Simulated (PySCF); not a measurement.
C₉H₇N.
Numbering: `[cH:1]1[cH:2][c:3]2[cH:4][cH:5][n:6][cH:7][cH:8][c:9]-2[cH:10]1` (hydrogens: H11 on C1; H12 on C2; H13 on C4; H14 on C5; H15 on C7; H16 on C8; H17 on C10)

A GFN2-xTB structure was refined with PySCF, PBE0-D3(BJ)/def2-SVP geometry optimisation, gas phase. Its GFN2-xTB values:

```csv
coordinate,GFN2-xTB
C1–C2,1.393 Å
C1–H11,1.076 Å
C2–C3,1.394 Å
C2–H12,1.074 Å
C3–C4,1.380 Å
C3–C9,1.494 Å
C4–C5,1.396 Å
C4–H13,1.084 Å
C5–N6,1.316 Å
C5–H14,1.087 Å
C1–C2–C3,108.7°
C2–C1–C10,109.9°
C2–C3–C4,127.2°
C2–C3–C9,106.3°
C3–C4–C5,127.6°
C4–C3–C9,126.5°
C4–C5–N6,131.6°
C5–N6–C7,128.6°
```

How do these coordinates change at the PBE0-D3(BJ)/def2-SVP level?

```json
{"coordinate": "C1–H11", "PBE0-D3(BJ)/def2-SVP (Å or °)": "1.092", "change": "+0.016"}
{"coordinate": "C2–H12", "PBE0-D3(BJ)/def2-SVP (Å or °)": "1.089", "change": "+0.015"}
{"coordinate": "C4–H13", "PBE0-D3(BJ)/def2-SVP (Å or °)": "1.096", "change": "+0.012"}
{"coordinate": "C5–H14", "PBE0-D3(BJ)/def2-SVP (Å or °)": "1.098", "change": "+0.011"}
{"coordinate": "C1–C2", "PBE0-D3(BJ)/def2-SVP (Å or °)": "1.404", "change": "+0.011"}
{"coordinate": "C5–N6", "PBE0-D3(BJ)/def2-SVP (Å or °)": "1.324", "change": "+0.008"}
{"coordinate": "C2–C3", "PBE0-D3(BJ)/def2-SVP (Å or °)": "1.402", "change": "+0.008"}
{"coordinate": "C4–C5", "PBE0-D3(BJ)/def2-SVP (Å or °)": "1.403", "change": "+0.007"}
{"coordinate": "C3–C4", "PBE0-D3(BJ)/def2-SVP (Å or °)": "1.387", "change": "+0.007"}
{"coordinate": "C3–C9", "PBE0-D3(BJ)/def2-SVP (Å or °)": "1.498", "change": "+0.004"}
{"coordinate": "C3–C4–C5", "PBE0-D3(BJ)/def2-SVP (Å or °)": "128.7", "change": "+1.1"}
{"coordinate": "C1–C2–C3", "PBE0-D3(BJ)/def2-SVP (Å or °)": "108.1", "change": "-0.6"}
{"coordinate": "C4–C3–C9", "PBE0-D3(BJ)/def2-SVP (Å or °)": "125.9", "change": "-0.6"}
{"coordinate": "C2–C1–C10", "PBE0-D3(BJ)/def2-SVP (Å or °)": "110.4", "change": "+0.5"}
{"coordinate": "C5–N6–C7", "PBE0-D3(BJ)/def2-SVP (Å or °)": "128.1", "change": "-0.5"}
{"coordinate": "C2–C3–C9", "PBE0-D3(BJ)/def2-SVP (Å or °)": "106.8", "change": "+0.5"}
{"coordinate": "C4–C5–N6", "PBE0-D3(BJ)/def2-SVP (Å or °)": "131.3", "change": "-0.3"}
{"coordinate": "C2–C3–C4", "PBE0-D3(BJ)/def2-SVP (Å or °)": "127.3", "change": "+0.1"}
```

The energy falls by 5.1 kJ/mol over 6 energy and gradient evaluations, the largest force component goes from 0.0111 to 2.3e-04 Eh/bohr, and the atoms move by 0.022 Å rms after alignment. Among the bonds, C1–H11, C2–H12 and C10–H17 change most and about equally (+0.015 to +0.016 Å). Bonds longer at the end by more than 0.005 Å: 17 of 18; shorter: 0. Rotational constants go from 2996, 1270, 891.8 to 2973, 1251, 880.5 MHz.

The run used 175 basis functions and 43 SCF cycles in all.

No PBE0-D3(BJ)/def2-SVP frequencies stand behind this structure, so it isn't proved a minimum.
